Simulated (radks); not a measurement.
Mo34+, 8 electrons, occupied as [He] 2s2 2p4.

Calculated with a radial shooting solver on a logarithmic mesh with Libxc functionals: scalar-relativistic Kohn-Sham, LB94 model potential, spin-polarised, spherical densities, finite nucleus; open shells are filled with parallel spins first (spin-orbit coupling, left out, can overturn this in heavy ions); Fermi nuclear charge, rms radius 4.4091 fm.

Energy parts (eV):
| part | energy |
|---|---|
| kinetic | 82648.631 |
| electron-nucleus | -168294.112 |
| Hartree | 7783.754 |
(The LB94 potential has no energy functional, so no total or exchange-correlation energy is given.)

Orbitals (lengths in bohr, moments of r in powers of bohr; <r^-3> diverges for s and p1/2):
orbital  occ.  eigenvalue (eV)  <r^-3>
1s up       1        -22241.95       -
1s down     1        -22246.86       -
2s up       1        -4883.663       -
2s down     1        -4856.099       -
2p up       3        -4635.999    2797
2p down     1        -4608.698    2802

The highest occupied level is 2p down at -4608.7 eV. Summed over all electrons, <r^2> = 0.1343 bohr^2, which gives a Langevin (diamagnetic) susceptibility term of -0.106 x 10^-6 cm^3/mol. The electron density at the nucleus is 9.169e+04 e/bohr^3 (large components only). The spin density at the nucleus is 7.79 e/bohr^3 (1s -15.43, 2s 23.21). Spin moment in Bohr magnetons: 2. The density falls to 0.001 e/bohr^3 at r = 0.53 bohr.
